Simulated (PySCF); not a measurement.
## Correlation energy of S⁺ (sulfur, charge +1)

[Ne] 3s1 3p3 3d1, high-spin 6D determinant (an excited configuration). Calculation: PySCF 2.14, in x2c-TZVPPall with one added diffuse shell each of s, p, d type (6s6p4d1f, 51 functions); the spin-free X2C one-electron Hamiltonian (Gaussian nucleus). Frozen: 1s2; 13 electrons correlated.

MP2 pair energies summed by pair of shells (mhartree):

| pair | energy | share (%) |
| --- | --- | --- |
| 2p-2p | -100.09 | 55.2 |
| 2s-2p | -20.96 | 11.6 |
| 2p-3p | -16.77 | 9.2 |
| 3p-3p | -16.14 | 8.9 |
| 3p-3d | -8.77 | 4.8 |
| 2s-2s | -4.71 | 2.6 |
| 2p-3s | -4.66 | 2.6 |
| 3s-3p | -3.09 | 1.7 |
| 2s-3p | -2.70 | 1.5 |
| 2p-3d | -1.45 | 0.8 |
| 3s-3d | -0.99 | 0.5 |
| 2s-3s | -0.76 | 0.4 |
| 2s-3d | -0.24 | 0.1 |

Total MP2 correlation energy: -181.31 mhartree.

Same-spin part -74.23 and opposite-spin part -107.08 mhartree; SCS-MP2 scales them by 1/3 and 6/5 to -153.24 mhartree.

This basis was not built for core-valence correlation, so the inner-shell part is incomplete.
